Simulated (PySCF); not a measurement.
C5H9Cl. Atoms are numbered in the order given.

```xyz
15

C      1.4625     0.2699    -1.0348
C      0.4118    -0.5252    -0.3010
C     -0.0009     0.0362     1.0296
Cl    -0.8491     1.6128     0.8640
C     -0.6436    -1.2382    -1.0952
C      0.4283    -2.0288    -0.4047
H      1.7062    -0.1935    -2.0018
H      1.1039     1.2931    -1.2250
H      2.3923     0.3370    -0.4466
H     -0.6941    -0.6371     1.5516
H      0.8692     0.2167     1.6774
H     -1.6576    -1.2698    -0.6868
H     -0.6034    -1.1492    -2.1840
H      0.1527    -2.6161     0.4761
H      1.2167    -2.4814    -1.0124
```

Coordinates come from a PBE0-D3(BJ)/def2-SVP optimisation. The values are those of a single conformer.

Computed with SMD-ωB97X/def2-SVP (PySCF).

Solvation free energies are E(SMD) − E(gas) at the gas-phase geometry, for 1 M in both phases. In vacuum the dipole moment is 1.92 D.

```tsv
solvent	ΔG(solv) (kcal/mol)	its non-electrostatic (CDS) part	dipole (D)
water	[?]	[?]	[?]
N,N-dimethylformamide	-5.1	-1.5	2.50
2-propanol	-5.6	-2.2	2.47
```

Question: Some entries are withheld; supply them. (The exact figures need the calculation; the answer reports its results.)

Answer: 
- water, ΔG(solv) (kcal/mol): -0.8
- water, its non-electrostatic (CDS) part: 2.8
- water, dipole (D): 2.51
